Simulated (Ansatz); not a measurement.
Start from `CCCCCSC` and change one atom or group to get `CCCCCBr`.

Ansatz, PBE0-D4/def2-TZVP geometries, multiplicity 1. Each molecule was computed in one conformer, which needn't be the lowest.

Scalar relativity is left out up to krypton. Spin–orbit coupling is left out; it splits and shifts lone-pair levels of the heavy atoms by tenths of an eV.

| property | `CCCCCSC` |
| --- | --- |
| size of the dipole moment (B3LYP/def2-TZVPP) / D | 1.50 |
| HOMO energy (B3LYP/def2-TZVPP) / eV | -5.97 |
| size of the dipole moment (ωB97M-V/def2-TZVPP) / D | 1.50 |
| HOMO energy (ωB97M-V/def2-TZVPP) / eV | -8.42 |
| HOMO–LUMO gap (PBE0/def2-TZVPP) / eV | 7.13 |
| HOMO energy (PBE/def2-TZVPP) / eV | -4.98 |

Question: Give the same properties after the change, and the shifts. (An estimate is asked.)

Answer: Ansatz gave: 
```csv
property,`CCCCCBr`,shift
size of the dipole moment (B3LYP/def2-TZVPP) / D,2.14,0.64
HOMO energy (B3LYP/def2-TZVPP) / eV,-7.50,-1.53
size of the dipole moment (ωB97M-V/def2-TZVPP) / D,2.13,0.63
HOMO energy (ωB97M-V/def2-TZVPP) / eV,-10.02,-1.60
HOMO–LUMO gap (PBE0/def2-TZVPP) / eV,7.96,0.83
HOMO energy (PBE/def2-TZVPP) / eV,-6.46,-1.48
```

With PBE0 the HOMO falls by 1.56 eV and the LUMO falls by 0.72 eV, so the gap widens by about 0.84 eV. PBE moves the HOMO by -1.48 eV and ωB97M-V by -1.60 eV. Dipoles are sizes alone; their direction can turn.

Positive LUMOs are unbound, so they and the gaps depend on the basis.

B3LYP here is the variant with VWN-RPA as its local correlation; programs differ in this.
